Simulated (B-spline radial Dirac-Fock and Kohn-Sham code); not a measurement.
System: neutral tungsten, configuration [Xe] 4f14 5d4 6s2. Calculated with a radial finite-basis atomic code, using a relativistic central-field model (Hartree-Slater potential of the initial state, Latter tail, multipole expansion of the photon field, Dirac-Fock thresholds).

Q: Which of the sources Mg Kα (1253.6 eV), Al Kα (taken as 1486.9 eV), Ag Lα (2984.4 eV), Cr Kα (5414.7 eV), Cu Kα (8047.8 eV), Ga Kα (9251.7 eV), Mo Kα (17479.3 eV), Ag Kα (22162.9 eV) can ionise the 3d5/2 level, and how does the cross section change among them?

A: The computed threshold is 1816.7 eV, above Mg Kα, Al Kα; the others can ionise it. Cross sections: Ag Lα 188 kb, Cr Kα 31.7 kb, Cu Kα 8.71 kb, Ga Kα 5.43 kb, Mo Kα 0.564 kb, Ag Kα 0.232 kb. From the first to the last it falls by a factor of 810.
